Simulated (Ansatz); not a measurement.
Consider the substitution at a C–F bond: `C[SiH]1N=C1F` + CH₃OH → `COC1=N[SiH]1C` + H–F.

Gas-phase electronic energies from Ansatz, PBE0-D4/def2-TZVP geometries. CCSD(T)/CBS adds triple-zeta CCSD(T) − MP2 to the extrapolated MP2 energy (def2 sets, frozen cores). This one scheme is used for every species. DFT in def2-TZVPP. B3LYP here is the variant with VWN-RPA as its local correlation; programs differ in this.

(1) Is it downhill or uphill in electronic energy at CCSD(T)/CBS, and by how much? (An estimate is asked.)

(2) What do these levels give: B3LYP-D4, ωB97X-V, ωB97M-V, B2PLYP, PBE, PBE0, HF/def2-TZVPP, MP2/def2-TZVPP, SCS-MP2/def2-TZVPP, CCSD/def2-TZVPP, SCS-MP2/def2-QZVPP, CCSD/CBS(def2)? (Best estimate.)

Largest T1 diagnostic among the species: 0.014.

Results:

(1) Computed: Downhill: ΔE = -52.5 kJ/mol.

(2) Computed: B3LYP-D4 -45.0, ωB97X-V -42.4, ωB97M-V -42.3, B2PLYP -44.4, PBE -39.9, PBE0 -42.5, HF/def2-TZVPP -34.1, MP2/def2-TZVPP -58.7, SCS-MP2/def2-TZVPP -51.3, CCSD/def2-TZVPP -47.4, SCS-MP2/def2-QZVPP -52.3, CCSD/CBS(def2) -49.4 kJ/mol.

The D4 term adds −8.6 kJ/mol with B3LYP and −4.8 kJ/mol with PBE0; it sums over pairs of atoms, weighted by their polarisabilities, and B3LYP, whose exchange is more repulsive, gets the larger term. In def2-TZVPP, CCSD(T) changes the Hartree–Fock value by −16.5 kJ/mol (the triples alone add −3.2 kJ/mol) and MP2 by −24.6 kJ/mol.
